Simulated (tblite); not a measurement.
Species: C9H15O (charge +1).
Numbering: `[CH3:1][CH2:2][C@@H:3]([C:4]#[O+:5])[CH:6]1[CH2:7][CH2:8][CH2:9][CH2:10]1` (hydrogens: H11, H12, H13 on C1; H14, H15 on C2; H16 on C3; H17 on C6; H18, H19 on C7; H20, H21 on C8; H22, H23 on C9; H24, H25 on C10)

The geometry is computed with GFN2-xTB (gas phase).

Q: List the bond lengths, angles and torsions at this level.

A: 
```csv
bond,length (pm)
C1–C2,151.9
C2–C3,156.7
C3–C4,137.7
C4≡O5,112.3
C3–C6,157.7
C6–C7,153.2
C7–C8,153.9
C8–C9,154.1
C9–C10,153.0
C6–C10,152.8
"C1–H11, C1–H12, C1–H13",108.7
C2–H14,109.0
C2–H15,109.0
C3–H16,109.7
C6–H17,109.3
C7–H18,109.0
C7–H19,108.7
C8–H20,108.7
C8–H21,108.8
C9–H22,108.7
C9–H23,108.9
C10–H24,109.1
C10–H25,108.9
```

Bonds in one row agree within 1 pm and their mean is given. A selection of angles:
```csv
angle,degrees
C2–C1–H11,109.1
C2–C1–H12,111.4
H11–C1–H12,107.8
H12–C1–H13,108.6
C1–C2–C3,111.8
C1–C2–H14,110.8
C1–C2–H15,109.9
C3–C2–H14,109.8
C3–C2–H15,106.1
H14–C2–H15,108.2
C2–C3–C4,108.4
C2–C3–C6,113.8
C2–C3–H16,108.7
C4–C3–C6,106.0
C4–C3–H16,111.5
C6–C3–H16,108.4
C3–C4–O5,173.4
C3–C6–C7,111.7
C3–C6–C10,112.9
C3–C6–H17,108.9
C7–C6–C10,103.3
C7–C6–H17,109.8
C10–C6–H17,110.2
C6–C7–C8,103.8
C6–C7–H18,110.1
C6–C7–H19,112.7
C8–C7–H18,110.1
C8–C7–H19,111.5
H18–C7–H19,108.6
C7–C8–C9,106.8
C7–C8–H20,110.1
C7–C8–H21,110.7
C9–C8–H20,111.2
C9–C8–H21,110.4
H20–C8–H21,107.7
C8–C9–C10,105.2
C8–C9–H22,112.1
C8–C9–H23,110.3
C10–C9–H22,111.6
C10–C9–H23,109.9
H22–C9–H23,107.8
C9–C10–H24,109.9
C9–C10–H25,112.2
C6–C10–C9,102.6
```

Torsions: C1–C2–C3–C4 71° (synclinal); C2–C3–C6–C7 64° (synclinal); C3–C6–C7–C8 159° (antiperiplanar); C6–C7–C8–C9 -17° (synperiplanar); C7–C8–C9–C10 -10° (synperiplanar); C8–C9–C10–C6 33° (synclinal); C3–C6–C10–C9 -164° (antiperiplanar).

The 5-membered ring C6–C7–C8–C9–C10 has internal angles of 102.6° to 106.8° (sum 522°, against 540° for a flat polygon); it is puckered, 0.19 Å rms from its mean plane, widest ring torsion 43°. The 9 C–C bonds span 1.377 Å (C3–C4, drawn single) to 1.577 Å (C3–C6, drawn single), a spread of 0.200 Å. Of the pairs four or more bonds apart, C7···H15 is among the closest relative to their van der Waals radii: 2.71 Å, 94 % of the sum of Bondi's values.

Point group: C1 (no symmetry element, even within 0.4 Å). GFN2-xTB frequencies show an imaginary mode (40i cm⁻¹), so the point is no minimum at that level. 3 starts were optimised and ended at 0.00, 0.34 and 1.12 kcal/mol (GFN2-xTB); the lowest of these is shown.

One conformer stands for the species.
